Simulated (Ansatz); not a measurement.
```yaml
crystal:
  periodic: [false, false, false]
  atoms:
    - {symbol: Be, position_ang: [1.980537, 0.178745, -0.705481]}
    - {symbol: Be, position_ang: [0.382687, 1.117180, -1.692277]}
    - {symbol: Be, position_ang: [-0.000192, -0.000262, 0.001116]}
    - {symbol: Be, position_ang: [1.585650, -0.948758, 1.004436]}
    - {symbol: Be, position_ang: [-0.382207, -1.115765, 1.690513]}
    - {symbol: Be, position_ang: [-1.972528, -0.180783, 0.706677]}
    - {symbol: Be, position_ang: [-1.593947, 0.949653, -1.004985]}
basis:
  gaussian: {orbitals: def2-SVPD}
hamiltonian: {xc: {name: B3LYP}}
scf: {omitted_lower_state_checks: [starts]}
```

```sh
$ ansatz run in.yaml --threads 4 --pin off --events-out ev --progress --plain --max-ram 3916MiB
```

Output, abridged:

```
Functional definition: B3LYP
1064 factors; their error is unknown
mean field evaluation 1: about -2796.8817 eV, gradient 2.4e1 eV
mean field evaluation 2: about -2792.0656 eV, gradient 3.5e1 eV
mean field evaluation 4: about -2799.2240 eV, gradient 1.2e1 eV
mean field evaluation 8: about -2799.9242 eV, gradient 4.7e-2 eV
mean field evaluation 16: about -2799.9242 eV, gradient 4.7e-5 eV
mean field -2799.92420819 eV, -102.8953167941 hartree, gradient 1.1e-5 eV, S^2 0.000000; 0 other end points of the search recorded, 0 dependent functions left out
reference -2799.92445138 eV, -102.8953257314 hartree; 14, 14 occupied and 70, 70 virtual orbitals, 1064 factors
Total energy: -2799.92445138 eV, -102.8953257314 hartree
Checks for a lower state left out: starts
```

Hardware: 4 threads of Arm Neoverse V1 on a shared host. Wall time 1.4 s.

B3LYP takes the VWN-RPA correlation. The restricted singlet is unstable towards broken spin symmetry in Hartree–Fock (as tested in another run); at RKS B3LYP/def2-SVPD this wasn't settled.
